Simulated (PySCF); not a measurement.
Species: C4H4FNOS.
SMILES: `N#CCC(=S)OCF`

All values: CAM-B3LYP/def2-SVPD (PySCF, non-relativistic), on one gas-phase PBE0-D3(BJ)/def2-SVP geometry that isn't relaxed in the solvent. The solvent is an IEF-PCM continuum (Bondi radii, 1.10 Å for H, scaled by 1.2), and excitations are vertical TDDFT with non-equilibrium linear response and a frozen core. Specific hydrogen bonds and non-electrostatic terms are outside this model.

Gas-phase singlets (H = HOMO, L = LUMO):

```tsv
state	E (eV)	λ (nm)	f	leading configuration
S1	3.291	377	0.000	H→L 98%
S2	5.624	220	0.193	H-1→L 94%
S3	6.584	188	0.001	H-4→L 58%
S4	6.700	185	0.069	H→L+1 89%
S5	7.051	176	0.029	H→L+2 69%
```

Task: Give the list for cyclohexane (ε = 2.017), n² = 2.04.

Result: 
```
state  E (eV)  λ (nm)      f  leading configuration  change by rank (eV)
   S1   3.312     374  0.000                H→L 99%               +0.021
   S2   5.514     225  0.257              H-1→L 95%               -0.110
   S3   6.577     189  0.002              H-4→L 53%               -0.007
   S4   6.719     185  0.095              H→L+1 88%               +0.019
   S5   7.004     177  0.041              H→L+2 73%               -0.047
```

Task: Give the list for acetonitrile (ε = 35.69), n² = 1.81.

Result: 
```tsv
state	E (eV)	λ (nm)	f	leading configuration	change by rank (eV)
S1	3.373	368	0.000	H→L 99%	+0.082
S2	5.538	224	0.251	H-1→L 95%	-0.086
S3	6.582	188	0.001	H-3→L 49%	-0.002
S4	6.806	182	0.105	H→L+1 85%	+0.106
S5	6.953	178	0.042	H→L+2 72%	-0.098
```

Task: The ground-state energy changes by -0.418 eV from gas to acetonitrile. By how much does the total energy of gas-phase S1 change?

Result: E(S1) = E(S0) + excitation energy, so it changes by -0.418 + 0.082 = -0.336 eV: it is lowered less than the ground state, which is what a blue shift means. This is the vertical state, with the slow part of the continuum still set for S0.

Task: How do the frontier levels move from gas to acetonitrile?

Result: 
```
orbital  gas (eV)  solvent (eV)  change (eV)
 LUMO+2      1.26          1.38        +0.12
 LUMO+1      0.78          1.11        +0.33
   LUMO     -1.27         -1.00        +0.27
   HOMO     -8.83         -8.64        +0.19
 HOMO-1     -9.85         -9.61        +0.24
 HOMO-2    -11.32        -11.36        -0.04
 HOMO-3    -11.46        -11.52        -0.06
```

The HOMO–LUMO gap goes from 7.56 to 7.64 eV. Rows go by rank; for HOMO-3 and HOMO-2 the atom shares or the degeneracy differ between the runs, so the row needn't follow one orbital.

Shape of the structure used: `[N:1]#[C:2][CH2:3][C:4](=[S:5])[O:6][CH2:7][F:8]`: C2–C3–C4–S5 -149°, C3–C4–O6–C7 177°, C4–O6–C7–F8 -81°.
